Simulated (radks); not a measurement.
Polarisability of the silver ion Ag2+, [Kr] 4d9, at imaginary frequency. Method: non-relativistic Kohn-Sham, LB94 model potential, spin-polarised, spherical densities, point nucleus; open shells are filled with parallel spins first (spin-orbit coupling, left out, can overturn this in heavy ions); relativity is left out, which matters for an element this heavy; computed with a radial shooting solver on a logarithmic mesh with Libxc functionals. Response by self-consistent Sternheimer equations with the Hartree and adiabatic LDA kernel.

w (hartree),alpha1(iw) (bohr^3)
0.00266,5.617
0.0143,5.616
0.0360,5.609
0.0697,5.586
0.118,5.530
0.186,5.410
0.280,5.182
0.413,4.794
0.605,4.213
0.892,3.449
1.35,2.553
2.12,1.623
3.59,0.8181
6.94,0.2962
17.5,0.06767

Static values: alpha1 = 5.617 bohr^3 (0.8324 angstrom^3; uncoupled 8.500). C6 = 28.91, triple-dipole C9 = 112.9 atomic units. One-pole (London) frequency 4 C6 / (3 alpha1^2) = 1.222 hartree, against 1.362 for minus the highest occupied eigenvalue.
